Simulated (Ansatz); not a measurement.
The cluster Ge₂Te₃⁻. Charge -1, multiplicity 2. Geometry PBE-D4/def2-SVPD.

```xyz
5

Ge    0.954   -1.005    0.632
Ge   -2.281    0.335   -0.272
Te   -0.416    1.283    1.357
Te   -0.861   -1.444   -1.482
Te    2.604    0.831   -0.235
```

In the def2 sets Te takes a core potential; there is no spin–orbit coupling. Another isomer (doublet) lies 0.70 eV lower at PBE0-D4/def2-TZVPD; other spin states weren't run for this one.

Problem. Estimate the α-spin orbital energies around the gap (eV) in Ansatz with PBE-D4/def2-TZVPD, revPBE-D4/def2-TZVPD, r2SCAN-D4/def2-TZVPD, PBE0-D4/def2-TZVPD.

Solution. 
```json
{"orbital": "HOMO−9", "PBE-D4/def2-TZVPD": "-7.06", "revPBE-D4/def2-TZVPD": "-6.98", "r2SCAN-D4/def2-TZVPD": "-7.38", "PBE0-D4/def2-TZVPD": "-8.36"}
{"orbital": "HOMO−8", "PBE-D4/def2-TZVPD": "-3.82", "revPBE-D4/def2-TZVPD": "-3.76", "r2SCAN-D4/def2-TZVPD": "-4.15", "PBE0-D4/def2-TZVPD": "-4.91"}
{"orbital": "HOMO−7", "PBE-D4/def2-TZVPD": "-3.29", "revPBE-D4/def2-TZVPD": "-3.23", "r2SCAN-D4/def2-TZVPD": "-3.57", "PBE0-D4/def2-TZVPD": "-4.31"}
{"orbital": "HOMO−6", "PBE-D4/def2-TZVPD": "-3.09", "revPBE-D4/def2-TZVPD": "-3.03", "r2SCAN-D4/def2-TZVPD": "-3.38", "PBE0-D4/def2-TZVPD": "-4.12"}
{"orbital": "HOMO−5", "PBE-D4/def2-TZVPD": "-2.47", "revPBE-D4/def2-TZVPD": "-2.41", "r2SCAN-D4/def2-TZVPD": "-2.71", "PBE0-D4/def2-TZVPD": "-3.35"}
{"orbital": "HOMO−4", "PBE-D4/def2-TZVPD": "-2.22", "revPBE-D4/def2-TZVPD": "-2.17", "r2SCAN-D4/def2-TZVPD": "-2.50", "PBE0-D4/def2-TZVPD": "-3.21"}
{"orbital": "HOMO−3", "PBE-D4/def2-TZVPD": "-1.71", "revPBE-D4/def2-TZVPD": "-1.65", "r2SCAN-D4/def2-TZVPD": "-1.93", "PBE0-D4/def2-TZVPD": "-2.55"}
{"orbital": "HOMO−2", "PBE-D4/def2-TZVPD": "-1.58", "revPBE-D4/def2-TZVPD": "-1.53", "r2SCAN-D4/def2-TZVPD": "-1.81", "PBE0-D4/def2-TZVPD": "-2.47"}
{"orbital": "HOMO−1", "PBE-D4/def2-TZVPD": "-1.14", "revPBE-D4/def2-TZVPD": "-1.08", "r2SCAN-D4/def2-TZVPD": "-1.35", "PBE0-D4/def2-TZVPD": "-2.00"}
{"orbital": "HOMO", "PBE-D4/def2-TZVPD": "-0.87", "revPBE-D4/def2-TZVPD": "-0.83", "r2SCAN-D4/def2-TZVPD": "-1.15", "PBE0-D4/def2-TZVPD": "-1.75"}
{"orbital": "LUMO", "PBE-D4/def2-TZVPD": "0.52", "revPBE-D4/def2-TZVPD": "0.59", "r2SCAN-D4/def2-TZVPD": "0.52", "PBE0-D4/def2-TZVPD": "1.09"}
{"orbital": "LUMO+1", "PBE-D4/def2-TZVPD": "1.16", "revPBE-D4/def2-TZVPD": "1.23", "r2SCAN-D4/def2-TZVPD": "1.31", "PBE0-D4/def2-TZVPD": "1.74"}
{"orbital": "LUMO+2", "PBE-D4/def2-TZVPD": "1.57", "revPBE-D4/def2-TZVPD": "1.64", "r2SCAN-D4/def2-TZVPD": "1.76", "PBE0-D4/def2-TZVPD": "2.17"}
{"orbital": "LUMO+3", "PBE-D4/def2-TZVPD": "2.17", "revPBE-D4/def2-TZVPD": "2.16", "r2SCAN-D4/def2-TZVPD": "2.52", "PBE0-D4/def2-TZVPD": "2.58"}
{"orbital": "LUMO+4", "PBE-D4/def2-TZVPD": "2.31", "revPBE-D4/def2-TZVPD": "2.30", "r2SCAN-D4/def2-TZVPD": "2.70", "PBE0-D4/def2-TZVPD": "2.74"}
{"orbital": "LUMO+5", "PBE-D4/def2-TZVPD": "2.61", "revPBE-D4/def2-TZVPD": "2.55", "r2SCAN-D4/def2-TZVPD": "3.00", "PBE0-D4/def2-TZVPD": "2.98"}
{"orbital": "β HOMO", "PBE-D4/def2-TZVPD": "-1.01", "revPBE-D4/def2-TZVPD": "-0.95", "r2SCAN-D4/def2-TZVPD": "-1.20", "PBE0-D4/def2-TZVPD": "-1.84"}
{"orbital": "β LUMO", "PBE-D4/def2-TZVPD": "-0.29", "revPBE-D4/def2-TZVPD": "-0.20", "r2SCAN-D4/def2-TZVPD": "-0.15", "PBE0-D4/def2-TZVPD": "0.37"}
```
